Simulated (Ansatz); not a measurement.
CH₅InO₂, singlet, geometry from GFN2-xTB (such geometries of metal compounds can be far from the true shape) (all electrons, no relativity); SC-NEVPT2/STO-3G, CASSCF(6,5) in Ansatz (a first-principles code).

Ansatz was given this input:
Ansatz 0.2 input:
```yaml
crystal:
  periodic: [false, false, false]
  atoms:
    - {symbol: In, position_ang: [0.00884412, -0.00709837, 0.00333953]}
    - {symbol: C, position_ang: [1.97851815, -0.09957697, -0.99718166]}
    - {symbol: H, position_ang: [2.55130879, -0.86745357, -0.49377320]}
    - {symbol: H, position_ang: [2.46099881, 0.86771973, -0.90301956]}
    - {symbol: H, position_ang: [1.82695821, -0.34994177, -2.04201475]}
    - {symbol: O, position_ang: [-0.51316295, -1.07305305, 1.54615635]}
    - {symbol: H, position_ang: [-1.41174589, -0.84879620, 1.79149278]}
    - {symbol: O, position_ang: [-1.52554669, 1.12684412, -0.46187477]}
    - {symbol: H, position_ang: [-1.42231335, 1.71342485, -1.20748500]}
basis:
  gaussian:
    orbitals: STO-3G
magnetization: {spin_polarized: false}
correlation: {method: sc_nevpt2, electrons: all, active_space: {window: {electrons: 6, orbitals: 5}}}
```

**Question.** Write the output that Ansatz gives for this input, abridged.

**Answer.** 
```
Functional definition: HF
650 factors; integrals over basis functions are off by at most 6.1e-5 eV
mean field evaluation 1: about -159751.0058 eV, gradient 3.1e1 eV
mean field evaluation 2: about -159751.0978 eV, gradient 3.1e1 eV
mean field evaluation 4: about -159755.0849 eV, gradient 1.8e0 eV
mean field evaluation 8: about -159755.1000 eV, gradient 1.8e-4 eV
mean field -159755.10003871 eV, -5870.8916405265 hartree, gradient 3.4e-6 eV, S^2 0.000000; 0 other end points of the search recorded, 0 dependent functions left out
reference -159755.10003871 eV, -5870.8916405265 hartree; 38, 38 occupied and 9, 9 virtual orbitals, 650 factors
state -159756.08707935 eV, -5870.9279136011 hartree
state -159756.08707935 eV, -5870.9279136011 hartree; corrected -159759.64575278 eV, -5871.0586924375 hartree
state -159755.83513469 eV, -5870.9186548057 hartree
state -159755.83513469 eV, -5870.9186548057 hartree; corrected -159759.62297626 eV, -5871.0578554157 hartree
state -159756.08707935 eV, -5870.9279136011 hartree; corrected -159759.64575278 eV, -5871.0586924375 hartree
2 active orbitals were swapped for others, from the solution at -159755.83502730 eV, -5870.9186508591 hartree to that at -159756.08701362 eV, -5870.9279111856 hartree; typed "places" are swapped only where nearly empty or full, and so, without "given_window_search", are "orbital_numbers", "shells" and a window whose orbitals a file names under [Active]
Total energy: -159759.64575278 eV, -5871.0586924375 hartree
```
